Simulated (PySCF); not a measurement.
Cl2Sn, SMILES [Cl][Sn][Cl] (connectivity only; charge and spin as stated), charge +1, multiplicity 2.

Geometry: PBE0-D3(BJ)/def2-TZVP. The spin state was assumed, not searched. The isomer is the one that the SMILES or the coordinates give; other isomers of the formula were not compared. The def2 effective core potentials stand for the cores of Sn; spin–orbit coupling is left out.

Level of theory: IEF-PCM-M06-2X/def2-SVP run with PySCF.

The values are the electrostatic part of the solvation free energy, E(continuum) − E(gas) at the gas-phase geometry, in a cavity of scaled van der Waals radii (PySCF's table); cavitation and dispersion terms are not included. A continuum can't describe solvent molecules that bind to the metal.

Computed values in water (ε = 78.36), toluene (ε = 2.37), benzene (ε = 2.27):
```json
[
 {"solvent": "water", "ε": "78.36", "ΔG(elec) (kcal/mol)": "-61.6"},
 {"solvent": "toluene", "ε": "2.37", "ΔG(elec) (kcal/mol)": "-35.2"},
 {"solvent": "benzene", "ε": "2.27", "ΔG(elec) (kcal/mol)": "-34.0"}
]
```
